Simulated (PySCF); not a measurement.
PySCF job for NP, SMILES N#P (connectivity only; charge and spin as stated), charge +1, multiplicity 2, B3LYP/pcH-1. Geometry: r2SCAN-D4/def2-TZVPD. The spin state was assumed, not searched.

```python
import numpy as np
from pyscf import gto, scf, dft
from pyscf.prop.hfc import uks as hfc
from pyscf.prop.gtensor import uks as gtensor

mol = gto.M(
    atom='''
    N     0.00000000    0.00000000   -1.00716499
    P     0.00000000    0.00000000    0.47001033
    ''',
    basis='pcH-1',
    charge=1,
    spin=1,
    max_memory=1600,
    verbose=3,
)
mf = dft.UKS(mol, xc='b3lyp')
mf.grids.level = 3
mf.conv_tol = 1e-10
mf.max_cycle = 100
mf.kernel()
fine, coarse = mf.grids, dft.Grids(mol).set(level=1).build(with_non0tab=True)
for _ in range(3):  # follow internal instabilities
    mf.grids = coarse
    mo, _, stable, _ = mf.stability(return_status=True, nroots=4)
    mf.grids = fine
    if stable:
        break
    mf.kernel(mf.make_rdm1(mo, mf.mo_occ))
A = hfc.HFC(mf).make_fcdip(mf.make_rdm1())  # Fermi contact and dipolar terms, MHz
print('atom   A(iso)/MHz   principal dipolar parts/MHz')
for i, a in enumerate(A):
    w = np.linalg.eigvalsh((a + a.T) / 2)
    print(f'{mol.atom_symbol(i):2s}{i + 1:3d} {w.mean():12.2f}', (w - w.mean()).round(2))
gt = gtensor.GTensor(mf)
gt.dia_soc2e, gt.para_soc2e, gt.so_eff_charge = None, None, True
gt.max_cycle_cphf = 60
g = gt.kernel()
```

Log of the run:

```

WARN: HOMO -0.335509588885394 >= LUMO -0.335509588885382

converged SCF energy = -395.636068325907  <S^2> = 0.77902721  2S+1 = 2.0288196
<class 'pyscf.dft.uks.UKS'> wavefunction is stable in the internal stability analysis
atom   A(iso)/MHz   principal dipolar parts/MHz
N   1       173.65 [-31.28 -31.28  62.57]
P   2      -302.78 [-219.58 -219.58  439.15]
SOC(1e)/OZ [-2.12432046e-02 -2.12432046e-02  1.98005465e-17]
free electron g 2.00231930436182
g-tensor total [1.98092047 1.98092047 2.00212232]
g-shift (ppt) [-21.39883435 -21.39883435  -0.19698924]
```

The run converged.

Cost: around 9 core-seconds (rough).
